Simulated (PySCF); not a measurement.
Vertical excitations of a molecule C5H4F2 from TDA-PBE/def2-SVPD (PySCF 2.14.0), as energy in eV (oscillator strength): 4.23 (0.056), 5.08 (0.000), 5.94 (0.013), 6.34 (0.000), 6.52 (0.000), 6.70 (0.016), 6.92 (0.000), 6.99 (0.025), 7.16 (0.014), 7.27 (0.014). Lowest triplet (TDA): 2.36 eV. Geometry: PBE-D3(BJ)/def2-SVP. Other conformers were not sampled.

Task: Pick the molecule that these values belong to.
(A) C=C=C/C(F)=C\F
(B) C=CC=C=C(F)F
(C) FC1=CC=C[C@@H]1F
(D) FC1(F)C=CC=C1

Result: D, FC1(F)C=CC=C1
